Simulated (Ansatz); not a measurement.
HgI₂. Charge 0, multiplicity 3. Geometry PBE0-D4/def2-TZVP, that of the charge +1 doublet; atoms count from 1.

```
atom   x (Å)   y (Å)   z (Å)
 Hg1   0.000   0.000   0.000
  I2   0.438  -2.536  -0.095
  I3  -0.438   2.536   0.095
```

In the def2 sets Hg, I take a core potential; there is no spin–orbit coupling. At PBE0-D4/def2-TZVP a singlet of charge 0 lies 3.58 eV below the triplet at the same geometry. The structure comes from a short search, and lower isomers may exist.

Estimate the Mulliken populations from the PBE0/def2-TZVP orbitals of Ansatz.


```tsv
atom	charge (e)	spin (α − β)	d electrons
Hg1	0.22	0.50	9.89
I2	-0.11	0.75	–
I3	-0.11	0.75	–
```
Mulliken values and Mayer orders depend strongly on the basis.

Where does the spin sit?

Summed by element: Hg 0.50, I 1.50, of 2 unpaired in all. Largest on single atoms: I2 0.75, I3 0.75, Hg1 0.50.

And the Mayer bond orders between bonded heavy atoms (over 0.3)?

Hg1–I2 0.64 (2.58 Å); Hg1–I3 0.64 (2.58 Å). Values over 0.3 also appear between atoms too far apart for a bond (I2–I3 0.52 at 5.15 Å); they arise where an orbital or an unpaired electron spreads over both atoms.
